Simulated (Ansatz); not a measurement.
Reaction (ligand exchange at a B–C bond): `BCC1CO1` + `N=CCl` → `B/N=C\Cl` + `CC1CO1`

Computed with Ansatz on PBE0-D4/def2-TZVP structures; ΔE is electronic, products minus reactants. CBS: MP2 limit from def2 TZ/QZ plus the TZ coupled-cluster correction, frozen cores. This one scheme is used for every species. DFT in def2-TZVPP. B3LYP here is the variant with VWN-RPA as its local correlation; programs differ in this. Each species was taken in one conformer, which may not be the lowest.

```csv
level,ΔE (kJ/mol),difference from CCSD(T)/CBS
PBE-D4,-136.5,-18.8
ωB97X-V,-117.2,0.5
B2PLYP,-129.1,-11.4
PBE,-137.4,-19.7
r2SCAN,-133.6,-15.9
PBE0,-128.7,-11.0
B3LYP,-135.2,-17.5
HF/def2-TZVPP,-109.9,7.8
MP2/def2-TZVPP,-121.4,-3.7
SCS-MP2/def2-TZVPP,-118.4,-0.7
CCSD/def2-TZVPP,-115.3,2.4
HF/def2-QZVPP,-109.8,7.9
MP2/def2-QZVPP,-121.1,-3.4
SCS-MP2/def2-QZVPP,-118.1,-0.4
MP2/CBS(def2),-121.0,-3.3
CCSD/CBS(def2),-114.9,2.8
CCSD(T)/CBS,-117.7,0
```

Largest T1 diagnostic among the species: 0.014.

In def2-TZVPP, CCSD(T) changes the Hartree–Fock value by −8.1 kJ/mol (the triples alone add −2.7 kJ/mol) and MP2 by −11.5 kJ/mol. From PBE to PBE0 (25 % exact exchange), in def2-TZVPP and without D4, ΔE moves by +8.7 kJ/mol.
